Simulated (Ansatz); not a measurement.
Start from `[BH2][Al]([CH3])[O][AlH2]` and change one atom or group to get `[BH2][Al]([CH3])[NH2]`.

Ansatz, PBE0-D4/def2-TZVP geometries, multiplicity 1. Each molecule was computed in one conformer, which needn't be the lowest.

```json
{"property": "LUMO energy (B3LYP/def2-TZVPP) / eV", "`[BH2][Al]([CH3])[O][AlH2]`": "-2.43"}
{"property": "HOMO energy (PBE0/def2-TZVPP) / eV", "`[BH2][Al]([CH3])[O][AlH2]`": "-7.11"}
{"property": "LUMO energy (PBE/def2-TZVPP) / eV", "`[BH2][Al]([CH3])[O][AlH2]`": "-3.28"}
{"property": "HOMO–LUMO gap (B3LYP/def2-TZVPP) / eV", "`[BH2][Al]([CH3])[O][AlH2]`": "4.49"}
{"property": "HOMO–LUMO gap (PBE0/def2-TZVPP) / eV", "`[BH2][Al]([CH3])[O][AlH2]`": "4.88"}
{"property": "LUMO energy (PBE0/def2-TZVPP) / eV", "`[BH2][Al]([CH3])[O][AlH2]`": "-2.23"}
```

Task: Give the same properties after the change, and the shifts. (Estimate.)

Result: Computed: 
```
                             property  `[BH2][Al]([CH3])[NH2]`  shift
  LUMO energy (B3LYP/def2-TZVPP) / eV                    -2.33   0.10
   HOMO energy (PBE0/def2-TZVPP) / eV                    -7.10   0.01
    LUMO energy (PBE/def2-TZVPP) / eV                    -3.15   0.13
HOMO–LUMO gap (B3LYP/def2-TZVPP) / eV                     4.58   0.09
 HOMO–LUMO gap (PBE0/def2-TZVPP) / eV                     4.97   0.09
   LUMO energy (PBE0/def2-TZVPP) / eV                    -2.13   0.10
```

The zero-point energy changes by 20.4 kJ/mol with -3 modes.

B3LYP here is the variant with VWN-RPA as its local correlation; programs differ in this.
